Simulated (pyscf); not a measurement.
Optimised with ωB97X-D3(BJ)/def2-SVP in PySCF.

Q: For the elementary gas-phase step H₃Si–Si(SiH₃)=Si(SiH₃)–SiH₃ + digermane (H₃Ge–GeH₃) -> H₃Si–SiH(SiH₃)–Si(SiH₃)(SiH₃)–GeH₂–GeH₃ (singlet surface; Ge–H broken, Ge–Si, H–Si formed), what barrier and reaction energy does ωB97M-D3(BJ)/def2-TZVP give, measured from the separated reactants?

A: ΔE‡ = 13.4 kcal/mol, ΔE = -48.3 kcal/mol. Zero-point energy shifts the barrier by +0.9 kcal/mol. It is an addition across a multiple bond or ene-type step, with an imaginary mode of 250i cm⁻¹. On the reactant side the descent ends in an adduct with a Si–Si, H–Si contact, 2.2 kcal/mol under the separated species and 11.5 kcal/mol under the saddle at ωB97X-D3(BJ)/def2-TZVP. At the saddle there is also a short Ge–Si contact that neither side keeps. At ωB97X-D3(BJ)/def2-TZVP the barrier from the zero used here is 9.3 kcal/mol. H₃Si–Si(SiH₃)=Si(SiH₃)–SiH₃ lies 24.1 kcal/mol over its isomer cyclic H₁₂Si₆ (SMILES [SiH3][SiH2][SiH]1[SiH2][SiH2][SiH2]1) (electronic energy, ωB97M-D3(BJ)/def2-TZVP). This is the saddle that the search found; another between the same sides may lie lower. Elements up to Kr have no core potential and no relativistic terms here.
